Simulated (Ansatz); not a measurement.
Born–Oppenheimer molecular dynamics of C2H9NSi (13 atoms, charge 0, multiplicity 1). It starts from a relaxed structure.

Method: Ansatz 0.2.0, RHF/STO-3G.

```
ensemble                      : NVE (velocity Verlet)
time step                     : 0.5 fs
steps asked                   : 100
starting velocities drawn for : 500 K
masses                        : H 3.016 u
seed                          : 814700
```

First frame:

```xyz
13
Properties=species:S:1:pos:R:3
Si 0.034 -0.021 -0.090
H 0.140 -0.107 1.332
N 1.608 0.072 -0.845
H 2.202 -0.741 -0.666
H 2.155 0.890 -0.563
C -0.911 1.522 -0.519
H -1.900 1.509 -0.079
H -0.405 2.407 -0.158
H -1.028 1.625 -1.590
C -0.824 -1.547 -0.715
H -1.811 -1.646 -0.282
H -0.937 -1.522 -1.791
H -0.268 -2.442 -0.465
```

Question: How far do the bonds stretch over the last three quarters of this one trajectory? (Pairs bonded in most of those frames.)

Answer: 
| bond | mean (Å) | spread (Å) | shortest | longest |
| --- | --- | --- | --- | --- |
| Si1–H2 | 1.433 | 0.039 | 1.37 | 1.49 |
| Si1–N3 | 1.753 | 0.031 | 1.70 | 1.79 |
| Si1–C6 | 1.864 | 0.015 | 1.84 | 1.89 |
| Si1–C10 | 1.870 | 0.022 | 1.83 | 1.91 |
| N3–H4 | 1.025 | 0.007 | 1.01 | 1.04 |
| N3–H5 | 1.026 | 0.008 | 1.01 | 1.04 |
| C6–H7 | 1.085 | 0.018 | 1.06 | 1.11 |
| C6–H8 | 1.082 | 0.012 | 1.06 | 1.11 |
| C6–H9 | 1.081 | 0.007 | 1.07 | 1.09 |
| C10–H11 | 1.091 | 0.050 | 1.01 | 1.17 |
| C10–H12 | 1.083 | 0.030 | 1.03 | 1.13 |
| C10–H13 | 1.084 | 0.035 | 1.03 | 1.14 |

Mean temperature of the second half: 251 K. The conserved energy stayed within 0.24 meV per atom of its start (net change 0.14 meV per atom), so the integration is sound. A run of 0.05 ps of so small a system gives no equilibrium averages. Limits of this set-up: minimal basis.

Time of the run: 61 s on 1 thread of Arm Neoverse V1 (shared host), peak memory 0.077 GiB.
